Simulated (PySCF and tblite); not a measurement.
The numbers below are computed, except where a source is named.
C₄H₇N₃O, numbered as in [CH3:1][CH2:2][O:3][c:4]1[n:5][cH:6][nH:7][n:8]1.

Conformers came from 90 starts (ETKDG and KDG, MMFF94s, GFN2-xTB); geometries are GFN2-xTB. Energies: TPSS-D3(BJ)/def2-SVP (IEF-PCM, benzene), with GFN2-xTB thermal terms (modes under about 100 cm⁻¹ blended into free rotors). Symmetry numbers and mirror images are counted. Conformers within 2.5 kcal/mol (GFN2-xTB free energy) were kept, 4 at most. GIAO shieldings: LDA/pcSseg-1 (IEF-PCM, benzene), starting guess huckel. Shifts are against TMS (¹H), TMS (¹³C) at the same level. Codes: tblite and PySCF.

Task: Predict the averaged NMR shifts at 298.15 K.

Result: ¹H: 7.65 (H6, 1H), 4.68 (H2, 2H), 1.49 (H1, 3H) ppm. ¹³C: 177.4 (C4), 146.3 (C6), 71.9 (C2), 15.2 (C1) ppm.

Task: How do the conformers differ?

Result: Torsions listed: C1–C2–O3–C4, C2–O3–C4–N5. Of a mirror pair one member is shown.
```
conformer       shape  weight %
        1  180°, 180°      37.0
        2  75°, -179°      24.3
        3     76°, 3°      20.7
        4    180°, 0°      18.0
```

| signal | 1 | 2 | 3 | 4 | average |
| --- | --- | --- | --- | --- | --- |
| H1 | 1.52 | 1.45 | 1.46 | 1.50 | 1.49 |
| H2 | 4.49 | 4.82 | 4.91 | 4.62 | 4.68 |
| H6 | 7.67 | 7.65 | 7.64 | 7.65 | 7.65 |
| C1 | 16.0 | 13.4 | 15.0 | 15.9 | 15.2 |
| C2 | 72.2 | 71.1 | 71.3 | 73.0 | 71.9 |
| C4 | 177.6 | 177.2 | 177.2 | 177.3 | 177.4 |
| C6 | 146.9 | 146.9 | 145.4 | 145.4 | 146.3 |

H on N, O and S are left out: they exchange, and hydrogen bonds move them by several ppm. Shifts are unscaled: against experiment ¹³C can be off by 15 ppm or more and ¹H by 0.8 ppm.
